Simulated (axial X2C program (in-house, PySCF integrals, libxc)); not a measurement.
## Potential curves of CoTe⁺, scalar-relativistic

Calculated with an axial X2C code built on PySCF integrals. Spin-free means the one-electron spin-free X2C Hamiltonian. Basis: Te dyall-cv3z [11s12p8d4f1g], Co dyall-cv3z [9s10p6d3f2g] (cores contracted in-house); Gaussian nuclei, density fitting, unrestricted open shells. Masses: Te 129.906 u, Co 58.933 u.

State: M_S = 2, Λ = 2 (beyond evenly filled blocks: σα, π+α, π-α, δ+α, δ+β, δ-α). Energies in kJ/mol from the fragments at the same level (Te + Co+). Fits are polynomials in 1 − R0/R over 0.85 to 1.23 times the lowest point R0.

| R (Å) | TPSSh | PBE0 |
| --- | --- | --- |
| 2.1776 | -260.53 | -237.87 |
| 2.2494 | -277.49 | -256.28 |
| 2.3212 | -285.25 | -265.38 |
| 2.3930 | -286.20 | -267.58 |
| 2.4768 | -281.12 | -263.90 |
| 2.5605 | -271.49 | -255.65 |
| 2.6682 | -255.01 | -240.95 |

Occupations by symmetry block were frozen at the best pattern of an incomplete PBE0 search. De is counted from the lowest determinant-based energies of the atoms at the same level, without counterpoise correction. Other states lie close and PBE0, whose exact exchange favours high spin, may order them wrongly; the determinant shown need not be the ground state. The nearest other spin-free determinant of the search, M_S = 2, Λ = 3, lies 0.48 eV up at the distance of the search. The functionals have no current-density term, which raises determinants with orbital currents, atoms included. Spin-free De lacks the spin–orbit lowering of the heavy p-block atom, a tenth of an eV or more for 4p and 5p, up to an eV for 6p and one to two eV for 7p atoms, less what an open-shell molecule gains itself.

(1) Fit the TPSSh curve near its minimum: give the equilibrium distance, the harmonic wavenumber and the well depth.

(2) Fit the PBE0 curve near its minimum: give the equilibrium distance, the harmonic wavenumber and the well depth.

## Answers

(1) At TPSSh, spin-free: Re = 2.368 Å, ωe ≈ 273 cm⁻¹, De = 2.97 eV to Te + Co+; Be follows as 0.0741 cm⁻¹.

(2) At PBE0, spin-free: Re = 2.385 Å, ωe ≈ 264 cm⁻¹, De = 2.77 eV to Te + Co+; Be follows as 0.0731 cm⁻¹.
